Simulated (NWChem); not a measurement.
# CAlF₅; SMILES [F][Al]([F])[C](F)(F)F

```xyz
7

Al    -0.0030    -1.0086     0.0189
C     -0.0025     0.9946    -0.0358
F     -1.1367     1.4988    -0.5413
F      1.0088     1.4842    -0.7686
F      0.1328     1.4991     1.2058
F     -1.4274    -1.8363     0.0550
F      1.4285    -1.8240     0.0575
```
Atoms are numbered in this order, from 1.

Computed with NWChem. Pople sets run with spherical d functions. All runs use the structure optimised with PBE0/def2-SVP. Vzz is the largest principal value of the second derivative of the potential at the nucleus (NWChem prints the opposite sign); η is the asymmetry. Non-relativistic.

For level B3LYP/cc-pVTZ:

```
Item            Value
--------------  -----
Vzz Al1 (a.u.)  1.198
```

**Question.** Estimate the same quantities for level B3LYP/6-31G*.

**Answer.** The vzz Al1 (a.u.) is 0.873.
